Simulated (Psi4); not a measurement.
H$_{2}$O$_{2}$, charge +1, doublet, geometry from GFN2-xTB (a state made from the parent by changing its charge; the spin is typed, not shown lowest).

Psi4 was given this input:
```
memory 2 GB

molecule mol {
1 2
  O     0.000290    0.645224   -0.012142
  O    -0.000290   -0.645224    0.012142
  H     0.943111    0.994035   -0.033962
  H    -0.943111   -0.994035    0.033962
}

set basis cc-pvdz
set reference uhf
set freeze_core true

energy('ccsd(t)')
print_variables()
```

Question: What is the computed nuclear repulsion energy (Psi4 with CCSD(T)/cc-pVDZ)?

Answer: 39.3287 Eh

Question: Predict the SCF-reference <S^2> from CCSD(T)/cc-pVDZ.

Answer: 0.766

Question: Give the number of basis functions at the level CCSD(T)/cc-pVDZ.

Answer: 38

Question: Give the coupled-cluster correlation energy (without the perturbative part) at the level CCSD(T)/cc-pVDZ.

Answer: -0.3833 Eh

Question: Predict the MP2 correlation energy from CCSD(T)/cc-pVDZ.

Answer: -0.3714 Eh

Question: What is the computed total energy (CCSD(T)/cc-pVDZ)?

Answer: -150.823452 Ha

These values belong to the state on which the SCF converged, which isn't shown to be the lowest.
